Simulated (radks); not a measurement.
Results of a calculation; reference values are marked as such.
Numerical settings for the vanadium ion V3+, [Ar] 3d2. Level of theory: scalar-relativistic Kohn-Sham, PBE, spin-polarised, spherical densities, point nucleus; open shells are filled with parallel spins first (a radial shooting solver on a logarithmic mesh with Libxc functionals). The defaults (mesh step 0.008 in ln r, mesh end at 40 bohr or more with all orbitals vanishing there, Anderson mixing 0.5 over 9 steps, residual threshold near 1e-9 with the energy settled to 1e-9 hartree or 1e-11 of itself, here a cap of 53 iterations) give E = -947.1728 hartree and 3d at -37.865 eV in 14 iterations. Times are rough (one thread of a shared host). Changes against that run (0 stands for a change within the tolerance of the run):

| setting | iterations | converged | E (mhartree) | e(3d) (meV) | CPU (s) |
|---|---|---|---|---|---|
| mesh step in ln r 0.12 | 2 | no | diverged | - | 0.02 |
| mesh step in ln r 0.05 | 14 | yes | +0.00727 | -0.00647 | 0.03 |
| mesh step in ln r 0.08 | 4 | no | diverged | - | 0.01 |
| mesh end (bohr) 8 | 14 | yes | 0 | +0.00937 | 0.11 |
| mesh end (bohr) 20 | 14 | yes | 0 | 0 | 0.12 |
| residual threshold 0.001 | 10 | yes | 0 | +0.0105 | 0.09 |
| residual threshold 1e-05 | 10 | yes | 0 | +0.0105 | 0.09 |
| mixing 0.01 | 19 | yes | 0 | 0 | 0.16 |
| linear mixing, mixing 1 | 53 | no | 0 | 0 | 0.4 |
| linear mixing, mixing 0.2 | 53 | no | 0 | -0.109 | 0.38 |
| mixing history 20 | 17 | yes | 0 | 0 | 0.14 |
| iteration cap 2 | 2 | no | +720 | -2.79e+04 | 0.02 |

No run marked as converged misses the energy by more than 1 mhartree. A mesh that ends early acts as a hard wall.
